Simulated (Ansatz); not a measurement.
# Scan of the Ge2–F3 bond length

GeH$_{2}$OF$_{2}$ (SMILES [OH][GeH]([F])[F]), closed shell, at its PBE0-D4/def2-TZVP minimum:

O1  (0.086, 1.049, -0.910)
Ge2  (0.076, -0.102, 0.397)
F3  (1.043, -1.459, -0.032)
F4  (-1.502, -0.768, 0.556)
H5  (-0.208, 0.688, -1.751)
H6  (0.547, 0.528, 1.693)
(Å)

The bond length Ge2–F3 (1.720 Å at the minimum) is set to the values below, the two halves moving rigidly along the bond. Each method's energies count from its own value at the PBE0-D4 minimum structure. Ansatz 0.2.0; basis: def2-TZVPP; cores frozen in the correlated methods. Filled d shells of the heavier atoms are correlated. The def2 sets are not built for correlating such inner shells, so the correlated values are less sure here. B3LYP uses VWN-RPA correlation.

CCSD(T) energies along the scan:
| bond length (Å) | CCSD(T) (kJ/mol) |
| --- | --- |
| 1.411 | 259.3 |
| 1.483 | 129.5 |
| 1.589 | 31.1 |
| 1.713 | 0.0 |
| 1.851 | 21.5 |
| 1.999 | 74.9 |
| 2.156 | 144.1 |
| 2.322 | 218.3 |
| 2.494 | 289.7 |
They count from the CCSD(T) energy at the PBE0-D4 minimum.

Minimum and curvature along this coordinate at CCSD(T): A fifth-order fit through the nearest points gives 1.716 Å, with a curvature of about 31 eV/Å².

Treat the two halves as rigid bodies and work out the harmonic wavenumber of this stretch from that curvature (ν̃ = 521.5 √(k/μ) cm⁻¹ with k in eV/Å² and μ in u).

The halves weigh 109.62 and 19.00 u, so μ = 109.62 × 19.00/128.62 = 16.193 u and ν̃ = 521.5 √(31/16.193) ≈ 720 cm⁻¹. A true normal mode mixes in other motions, so this is a guide only.

Largest difference from the CCSD(T) curve over the scan: PBE-D4 60.2; PBE0-D4 15.5; B3LYP-D4 34.1; wB97M-V 10.0 kJ/mol. Each curve counts from its own value at the minimum.

No T1 diagnostic of these runs exceeds 0.019. The restricted Hartree–Fock reference is unstable towards an unrestricted one here.

For scale, one of the runs: CCSD(T)/def2-TZVPP, 169 basis functions (an equivalent command: `ansatz run in.yaml --threads 4`). The run took 27 s on 4 CPU threads (shared host), with 1.6 GiB of host memory at its peak.
